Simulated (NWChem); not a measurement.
System: C$_{3}$H$_{4}$BrF; SMILES C/C(Br)=C\F

NWChem input:

```
start job
memory heap 200 mb stack 900 mb global 1100 mb
geometry units angstroms noautosym nocenter noautoz
  C     -1.697131    -0.879757     0.000000
  C     -0.245194    -0.532706     0.000000
  Br     0.200802     1.321383     0.000000
  C      0.773973    -1.412927     0.000000
  F      0.545773    -2.739887     0.000000
  H     -2.207161    -0.463734     0.893338
  H     -1.817511    -1.980209     0.000000
  H     -2.207161    -0.463734    -0.893338
  H      1.842243    -1.146685     0.000000
end
basis spherical
  * library 6-31g*
end
dft
  xc pbe0
  iterations 150
end
cosmo
  do_cosmo_smd true
  solvent water
end
task dft energy
```

NWChem printed, in part:

```
             Northwest Computational Chemistry Package (NWChem) 7.3.0
             --------------------------------------------------------

                             Geometry "geometry" -> ""
                             -------------------------

 Output coordinates in angstroms (scale by  1.889725989 to convert to a.u.)

  No.       Tag          Charge          X              Y              Z
 ---- ---------------- ---------- -------------- -------------- --------------
    1 C                    6.0000    -1.69713100    -0.87975700     0.00000000
    2 C                    6.0000    -0.24519400    -0.53270600     0.00000000
    3 Br                  35.0000     0.20080200     1.32138300     0.00000000
    4 C                    6.0000     0.77397300    -1.41292700     0.00000000
    5 F                    9.0000     0.54577300    -2.73988700     0.00000000
    6 H                    1.0000    -2.20716100    -0.46373400     0.89333800
    7 H                    1.0000    -1.81751100    -1.98020900     0.00000000
    8 H                    1.0000    -2.20716100    -0.46373400    -0.89333800
    9 H                    1.0000     1.84224300    -1.14668500     0.00000000

 Effective nuclear repulsion energy (a.u.)     307.2293244652

                                 NWChem DFT Module
                                 -----------------

 Summary of "ao basis" -> "ao basis" (spherical)
 ------------------------------------------------------------------------------
       Tag                 Description            Shells   Functions and Types
 ---------------- ------------------------------  ------  ---------------------
 C                           6-31g*                  6       14   3s2p1d
 Br                          6-31g*                 12       32   5s4p3d
 F                           6-31g*                  6       14   3s2p1d
 H                           6-31g*                  2        2   2s

 in cosmo_initialize ...
 calling solv_data for solv:h2o

 solvent parameters
 solvname_short: h2o
 solvname_long:  water
 dielec:       78.4000
 dielecinf:     1.7769
 aqueous SMD model solvent descriptors
 dielec:       78.4000
 sola:          0.8200

          ---------------
          -cosmo- solvent
          ---------------
 Cosmo: York-Karplus, doi: 10.1021/jp992097l
 dielectric constant -eps-     =  78.40
 screen = (eps-1)/(eps    )    =   0.98724
 surface charge correction     = lagrangian

   van der Waals surface
 --------------------------

 ---------- ATOMIC COORDINATES (A.U.) ------------ VDWR(ANG.) --
     1   -3.20711256   -1.66249967    0.00000000     1.850
     2   -0.46334947   -1.00666837    0.00000000     1.850
     3    0.37946076    2.49705180    0.00000000     3.060
     4    1.46259689   -2.67004487    0.00000000     1.850
     5    1.03136142   -5.17763567    0.00000000     1.730
     6   -4.17092950   -0.87633019    1.68816404     1.200
     7   -3.43459777   -3.74205241    0.00000000     1.200
     8   -4.17092950   -0.87633019   -1.68816404     1.200
     9    3.48133447   -2.16692045    0.00000000     1.200
 number of segments per atom =        128
 number of   points per atom =        128
 atom (   nspa,  nppa )
 ----------------------
    1 (     46,     0 )       0
    2 (      8,     0 )       0
    3 (    104,     0 )       0
    4 (     34,     0 )       0
    5 (     84,     0 )       0
    6 (     43,     0 )       0
    7 (     50,     0 )       0
    8 (     43,     0 )       0
    9 (     40,     0 )       0
 number of -cosmo- surface points =      452
 molecular surface =    159.827 angstrom**2
 molecular volume  =    160.638 angstrom**3
 -lineq- algorithm             =   0
 -bem- low  level              =   3
 -bem- from -octahedral-
 gaussian surface charge width =   4.50000
 degree of switching           =   1.00000
 switching function tolerance  =   0.00010
 atomic radii =
 --------------
    1  6.000  1.850
    2  6.000  1.850
    3 35.000  3.060
    4  6.000  1.850
    5  9.000  1.730
    6  1.000  1.200
    7  1.000  1.200
    8  1.000  1.200
    9  1.000  1.200
 ...... end of -cosmo- initialization ......

 nat:                     9
 ixmem:                  4523
 calling mnsol_interface()
 G(SMD-CDS) energy (kcal/mol)  =     2.849
 SMD-CDS SASA (angstrom**2)    =   143.569

            General Information
            -------------------
          SCF calculation type: DFT
          Wavefunction type:  closed shell.
          No. of atoms     :     9
          No. of electrons :    66
           Alpha electrons :    33
            Beta electrons :    33
          Charge           :     0
          Spin multiplicity:     1
          Use of symmetry is: off; symmetry adaption is: off
          Maximum number of iterations: 150
          AO basis - number of functions:    96
                     number of shells:    44
          Convergence on energy requested:  1.00D-06
          Convergence on density requested:  1.00D-05
          Convergence on gradient requested:  5.00D-04

              XC Information
              --------------
                         PBE0 Method XC Functional
                     Hartree-Fock (Exact) Exchange  0.250
          PerdewBurkeErnzerhof Exchange Functional  0.750
            Perdew 1991 LDA Correlation Functional  1.000 local
           PerdewBurkeErnz. Correlation Functional  1.000 non-local

             Grid Information
             ----------------
          Grid used for XC integration:  medium
          Radial quadrature: Mura-Knowles
          Angular quadrature: Lebedev.
          Tag              B.-S. Rad. Rad. Pts. Rad. Cut. Ang. Pts.
          ---              ---------- --------- --------- ---------
          C                   0.70       49          10.0       434
          Br                  1.15      112          10.0       590
          F                   0.50       49          11.0       434
          H                   0.35       45          11.0       434
          Grid pruning is: on
          Number of quadrature shells:   488
          Spatial weights used:  Erf1

      Superposition of Atomic Density Guess
      -------------------------------------

 Sum of atomic energies:       -2786.43330316

      Non-variational initial energy
      ------------------------------

 Total energy =   -2788.555776
 1-e energy   =   -4486.048768
 2-e energy   =    1390.263668
 HOMO         =      -0.228163
 LUMO         =       0.036607

   convergence    iter        energy       DeltaE   RMS-Dens  Diis-err
 ---------------- ----- ----------------- --------- --------- ---------
     COSMO gas phase
 d= 0,ls=0.0,diis     1  -2789.7725221874 -3.10D+03  1.10D-02  6.33D-01
 d= 0,ls=0.0,diis     2  -2789.7557291195  1.68D-02  7.15D-03  8.56D-01
 d= 0,ls=0.0,diis     3  -2789.8420246147 -8.63D-02  1.70D-03  4.43D-02
 d= 0,ls=0.0,diis     4  -2789.8451963787 -3.17D-03  8.19D-04  9.29D-03
 d= 0,ls=0.0,diis     5  -2789.8462670818 -1.07D-03  2.07D-04  6.81D-04
  Resetting Diis
 d= 0,ls=0.0,diis     6  -2789.8463539767 -8.69D-05  5.74D-05  3.90D-05
 d= 0,ls=0.0,diis     7  -2789.8463585205 -4.54D-06  2.84D-05  1.71D-06
 d= 0,ls=0.0,diis     8  -2789.8463584472  7.32D-08  1.40D-05  2.85D-06
 d= 0,ls=0.0,diis     9  -2789.8463587536 -3.06D-07  1.52D-06  1.33D-08

   convergence    iter        energy       DeltaE   RMS-Dens  Diis-err
 ---------------- ----- ----------------- --------- --------- ---------
     COSMO solvation phase
 d= 0,ls=0.0,diis     1  -2789.8455437147  8.15D-04  9.44D-04  9.48D-04
 d= 0,ls=0.0,diis     2  -2789.8458451199 -3.01D-04  1.72D-04  2.32D-04
 d= 0,ls=0.0,diis     3  -2789.8458613901 -1.63D-05  6.69D-05  9.96D-05
 d= 0,ls=0.0,diis     4  -2789.8458691062 -7.72D-06  2.38D-05  6.45D-06
 d= 0,ls=0.0,diis     5  -2789.8458697381 -6.32D-07  5.89D-06  5.18D-07

         Total DFT energy =    -2789.845869738129
      One electron energy =    -4488.837962835549
           Coulomb energy =     1510.845473736827
    Exchange-Corr. energy =     -118.983138457963
 Nuclear repulsion energy =      307.229324465243

             COSMO energy =       -0.099566646688

 Numeric. integr. density =       66.000003494411

                                COSMO-SMD solvation results
                                ---------------------------

             internal energy in gas <Psi(g)|H|Psi(g)> =     -2789.846358753571
         internal energy in solvent <Psi(s)|H|Psi(s)> =     -2789.845998569839
                               delta internal energy  =         0.000360183732 (    0.23 kcal/mol)
   total free energy in solvent <Psi(s)|H+V/2|Psi(s)> =     -2789.850409892787
 polarization energy contribution <Psi(s)|V/2|Psi(s)> =        -0.004411322948 (   -2.77 kcal/mol)
    total free energy in solvent including G(SMD-CDS) =     -2789.845869738129
                       G(SMD-CDS) energy contribution =         0.004540154658 (    2.85 kcal/mol)
     1 M fixed-concentration free energy of solvation =         0.000489015442 (    0.31 kcal/mol)

                       DFT Final Molecular Orbital Analysis
                       ------------------------------------

 Vector   31  Occ=2.000000D+00  E=-3.345450D-01
              MO Center= -1.1D-01,  5.7D-01,  3.5D-09, r^2= 3.0D+00
   Bfn.  Coefficient  Atom+Function         Bfn.  Coefficient  Atom+Function
  ----- ------------  ---------------      ----- ------------  ---------------
    41      0.633237  3 Br pz                37     -0.285481  3 Br pz
    45      0.266341  3 Br pz                19      0.197274  2 C  pz
     5     -0.165795  1 C  pz                23      0.155506  2 C  pz
     9     -0.121269  1 C  pz                79     -0.121604  5 F  pz
    65      0.119503  4 C  pz                89     -0.098529  6 H  s

 Vector   32  Occ=2.000000D+00  E=-3.061980D-01
              MO Center=  1.3D-01,  1.1D+00, -3.4D-10, r^2= 2.0D+00
   Bfn.  Coefficient  Atom+Function         Bfn.  Coefficient  Atom+Function
  ----- ------------  ---------------      ----- ------------  ---------------
    39      0.754060  3 Br px                35     -0.337312  3 Br px
    43      0.335492  3 Br px                40     -0.134028  3 Br py
    66     -0.110625  4 C  s                 31      0.101067  3 Br px
     6      0.099973  1 C  s                 17     -0.097874  2 C  px
     3      0.089733  1 C  px                 4      0.087111  1 C  py

 Vector   33  Occ=2.000000D+00  E=-2.495633D-01
              MO Center=  1.8D-01, -4.6D-01,  2.6D-09, r^2= 3.2D+00
   Bfn.  Coefficient  Atom+Function         Bfn.  Coefficient  Atom+Function
  ----- ------------  ---------------      ----- ------------  ---------------
    41      0.441147  3 Br pz                65     -0.354916  4 C  pz
    19     -0.330586  2 C  pz                23     -0.252855  2 C  pz
    79      0.233610  5 F  pz                69     -0.231475  4 C  pz
    45      0.220796  3 Br pz                37     -0.193585  3 Br pz
    83      0.192529  5 F  pz                90      0.091897  6 H  s

 Vector   34  Occ=0.000000D+00  E= 3.515605D-03
              MO Center=  8.1D-02,  6.0D-01, -1.7D-09, r^2= 3.4D+00
   Bfn.  Coefficient  Atom+Function         Bfn.  Coefficient  Atom+Function
  ----- ------------  ---------------      ----- ------------  ---------------
    44      0.771702  3 Br py                20      0.747812  2 C  s
    22      0.577345  2 C  py                40      0.474381  3 Br py
    42     -0.417343  3 Br s                 18      0.392584  2 C  py
    38      0.281340  3 Br s                 36     -0.201481  3 Br py
    43      0.181183  3 Br px                16      0.163232  2 C  s

 Vector   35  Occ=0.000000D+00  E= 1.607527D-02
              MO Center=  1.8D-01, -9.3D-01,  3.0D-09, r^2= 2.5D+00
   Bfn.  Coefficient  Atom+Function         Bfn.  Coefficient  Atom+Function
  ----- ------------  ---------------      ----- ------------  ---------------
    69     -0.582323  4 C  pz                23      0.576146  2 C  pz
    65     -0.463217  4 C  pz                19      0.425393  2 C  pz
    90     -0.230802  6 H  s                 94      0.230802  8 H  s
    83      0.183088  5 F  pz                79      0.178680  5 F  pz
    45     -0.157641  3 Br pz                41     -0.105513  3 Br pz

 Vector   36  Occ=0.000000D+00  E= 1.328880D-01
              MO Center= -1.5D+00, -1.0D+00,  1.9D-09, r^2= 4.7D+00
   Bfn.  Coefficient  Atom+Function         Bfn.  Coefficient  Atom+Function
  ----- ------------  ---------------      ----- ------------  ---------------
     6      2.287081  1 C  s                 92     -1.033797  7 H  s
    90     -0.900632  6 H  s                 94     -0.900632  8 H  s
    20     -0.717702  2 C  s                 68      0.410171  4 C  py
    80      0.330540  5 F  s                 21      0.272215  2 C  px
    38     -0.236722  3 Br s                 82      0.198870  5 F  py

     Multipole analysis of the density
     ---------------------------------

     L   x y z        total         alpha         beta         nuclear
     -   - - -        -----         -----         ----         -------
     0   0 0 0     -0.000000    -33.000000    -33.000000     66.000000

     1   1 0 0     -0.189416     -0.605241     -0.605241      1.021066
     1   0 1 0     -0.190922     -0.646052     -0.646052      1.101181
     1   0 0 1     -0.000000     -0.000000     -0.000000      0.000000

     2   2 0 0    -27.297669    -88.228435    -88.228435    149.159201
     2   1 1 0      0.496680     -4.292066     -4.292066      9.080811
     2   1 0 1     -0.000000     -0.000000     -0.000000      0.000000
     2   0 2 0    -32.833613   -289.006073   -289.006073    545.178534
     2   0 1 1      0.000000      0.000000      0.000000      0.000000
     2   0 0 2    -31.417283    -18.558540    -18.558540      5.699796
```

Level: PBE0/6-31G* (spherical d), SMD on the gas-phase geometry. Structure relaxed at the PBE-D3(BJ)/def2-SVP level. Solvent: water.
